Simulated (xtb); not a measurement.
xtb input (GFN1-xTB):

```bash
xtb mol.xyz --gfn 1 --opt tight --chrg 1 --uhf 0
```
mol.xyz:
```
4

O     -1.44519553     0.09522087    -0.08145760
Si     0.08755461     0.00914778    -0.00119263
O      1.56144574    -0.19888809     0.12744914
H     -2.15576622     0.70126888    -0.35123545
```

Output:

```
           -------------------------------------------------
          |                Calculation Setup                |
           -------------------------------------------------

           -------------------------------------------------
          |                 G F N 1 - x T B                 |
           -------------------------------------------------

        Reference                      10.1021/acs.jctc.7b00118
      * Hamiltonian:
        H0-scaling (s, p, d)           1.850000    2.250000    2.000000
        zeta-weighting                 0.000000
      * Dispersion:
        s8                             2.400000
        a1                             0.630000
        a2                             5.000000
        s9                             0.000000
      * Repulsion:
        kExp                           1.500000
        rExp                           1.000000
      * Coulomb:
        alpha                          2.000000
        third order                    atomic
        anisotropic                    false
      * Halogen bond correction:
        rad-scale                      1.300000
        damping                        0.440000

          ...................................................
          :                      SETUP                      :
          :.................................................:
          :  # basis functions                  20          :
          :  # atomic orbitals                  19          :
          :  # shells                            9          :
          :  # electrons                        16          :
          :  # halogen bonds                     0          :
          :  max. iterations                   250          :
          :  Hamiltonian                  GFN1-xTB          :
          :  restarted?                      false          :
          :  GBSA solvation                  false          :
          :  PC potential                    false          :
          :  electronic temp.          300.0000000     K    :
          :  accuracy                    1.0000000          :
          :  -> integral cutoff          0.2500000E+02      :
          :  -> integral neglect         0.1000000E-07      :
          :  -> SCF convergence          0.1000000E-05 Eh   :
          :  -> wf. convergence          0.2000000E-04 e    :
          :  Broyden damping             0.4000000          :
          :  net charge                          1          :
          :  unpaired electrons                  0          :
          ...................................................

 iter      E             dE          RMSdq      gap      omega  full diag
   1    -11.4019937 -0.114020E+02  0.878E+00    4.73       0.0  T
   2    -11.3630979  0.388958E-01  0.504E+00    3.91       1.0  T
   3    -11.1806922  0.182406E+00  0.580E+00    5.89       1.0  T
   4    -11.4380894 -0.257397E+00  0.925E-01    4.80       1.0  T
   5    -11.4423865 -0.429706E-02  0.433E-01    4.69       1.0  T
   6    -11.4429032 -0.516717E-03  0.228E-01    4.54       1.0  T
   7    -11.4433801 -0.476875E-03  0.875E-02    4.62       1.0  T
[...]
 iterations                     ...        0 min,  0.001 sec ( 20.861%)
 molecular gradient             ...        0 min,  0.001 sec ( 38.426%)
 printout                       ...        0 min,  0.000 sec (  3.201%)

         :::::::::::::::::::::::::::::::::::::::::::::::::::::
         ::                     SUMMARY                     ::
         :::::::::::::::::::::::::::::::::::::::::::::::::::::
         :: total energy             -11.354765566944 Eh    ::
         :: gradient norm              0.000104608229 Eh/a0 ::
         :: HOMO-LUMO gap              4.616795279322 eV    ::
         ::.................................................::
         :: SCC energy               -11.457467747103 Eh    ::
         :: -> electrostatic           0.139506902171 Eh    ::
         :: repulsion energy           0.103409031996 Eh    ::
         :: dispersion energy         -0.000706851836 Eh    ::
         :: halogen bond corr.         0.000000000000 Eh    ::
         :: add. restraining           0.000000000000 Eh    ::
         :: total charge               1.000000000000 e     ::
         :::::::::::::::::::::::::::::::::::::::::::::::::::::

           -------------------------------------------------
          |                Property Printout                |
           -------------------------------------------------

    * Orbital Energies and Occupations

         #    Occupation            Energy/Eh            Energy/eV
      -------------------------------------------------------------
         1        2.0000           -1.0826446             -29.4603
         2        2.0000           -1.0353864             -28.1743
         3        2.0000           -0.9457349             -25.7348
         4        2.0000           -0.8692210             -23.6527
         5        2.0000           -0.8692210             -23.6527
         6        2.0000           -0.8521675             -23.1887
         7        2.0000           -0.8287491             -22.5514
         8        2.0000           -0.8287491             -22.5514 (HOMO)
         9                         -0.6590850             -17.9346 (LUMO)
        10                         -0.4596790             -12.5085
        11                         -0.4596790             -12.5085
        12                         -0.4257329             -11.5848
        13                         -0.4257329             -11.5848
        14                         -0.3636585              -9.8957
        15                         -0.0312346              -0.8499
        16                         -0.0312344              -0.8499
        17                          0.0746951               2.0326
        18                          0.6253011              17.0153
        19                          1.8150131              49.3890
      -------------------------------------------------------------
                  HL-Gap            0.1696641 Eh            4.6168 eV
             Fermi-level           -0.7439171 Eh          -20.2430 eV

  Mulliken/CM5 charges         n(s)   n(p)   n(d)
     1O    -0.30740 -0.47499   1.609  4.699  0.000
     2Si    0.94439  0.94251   0.993  1.021  1.041
     3O    -0.13364 -0.13626   1.677  4.457  0.000
     4H     0.49666  0.66874   0.503  0.000  0.000

Wiberg/Mayer (AO) data.
largest (>0.10) Wiberg bond orders for each atom

 ---------------------------------------------------------------------------
     #   Z sym  total        # sym  WBO       # sym  WBO       # sym  WBO
 ---------------------------------------------------------------------------
     1   8 O    2.571 --     2 Si   1.809     4 H    0.702
     2  14 Si   4.366 --     3 O    2.530     1 O    1.809
     3   8 O    2.613 --     2 Si   2.530
     4   1 H    0.752 --     1 O    0.702
 ---------------------------------------------------------------------------

Topologies differ in total number of bonds
Writing topology from bond orders to xtbtopo.mol

 dipole moment from electron density (au)
     X       Y       Z
  -2.1806   0.5503  -0.2899  total (Debye):    5.764
Note: The following floating-point exceptions are signalling: IEEE_DENORMAL
normal termination of xtb

           -------------------------------------------------
          |                Geometry Summary                 |
           -------------------------------------------------

      molecular mass/u    :       61.0922493
   center of mass at/Å    :        0.0765064       0.0341733      -0.0117966
  moments of inertia/u·Å² :        0.2884867E-05   0.7825111E+02   0.7825111E+02
rotational constants/cm⁻¹ :        0.5843469E+07   0.2154299E+00   0.2154299E+00

 * 3 selected distances

     #   Z          #   Z                                           value/Å
     1   8 O        2  14 Si                                      1.5227288 (max)
     2  14 Si       3   8 O                                       1.4808210
     1   8 O        4   1 H                                       0.9643161 (min)

 * 2 distinct bonds (by element types)

   Z      Z             #   av. dist./Å        max./Å        min./Å
   1 H    8 O           1     0.9643161     0.9643161     0.9643161
   8 O   14 Si          2     1.5017749     1.5227288     1.4808210

optimized geometry written to: xtbopt.xyz

           -------------------------------------------------
          | TOTAL ENERGY              -11.354765566944 Eh   |
          | GRADIENT NORM               0.000104608229 Eh/α |
          | HOMO-LUMO GAP               4.616795279322 eV   |
           -------------------------------------------------

------------------------------------------------------------------------
------------------------------------------------------------------------
 total:
 SCF:
 ANC optimizer:
```

It need not be the lowest isomer of its formula.
